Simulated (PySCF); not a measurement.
**Adding and removing an electron: TiCl**

M06-2X; PySCF, no relativity, basis sets Ti def2-TZVPPD, Cl def2-TZVPPD. Neutral (UKS): quartet (σ ↑, π ↑, δ ↑), Re = 2.292 Å, ωe = 395 cm⁻¹, HOMO -6.28 eV, LUMO -5.74 eV.

TiCl⁻ (UKS): triplet (π ↑, δ ↑), Re = 2.404 Å, ωe = 307 cm⁻¹. The energies at the minima are -1309.61277 hartree for TiCl and -1309.66212 for TiCl⁻.

Problem. Work out the adiabatic electron affinity, without and with harmonic zero-point energies (1 hartree = 27.2114 eV, 1 eV = 8065.5 cm⁻¹), and the change of the bond length.

Solution. At M06-2X: 0.04935 hartree = 1.343 eV between the minima; the zero-point term (395.0 − 307.0)/2 cm⁻¹ = +0.005 eV makes it 1.348 eV. Re changes by +11.2 pm against the neutral. The electron enters a σ orbital; in so polar a molecule the change of length follows mostly from the change of the ionic charges.

De is left out where the level can put another filling of the metal’s s and d shells below the measured ground configuration, by anything from nothing to about 1 eV. The state is the lowest single determinant that the PBE0 search found; with open d or f shells the true ground state can be another one.
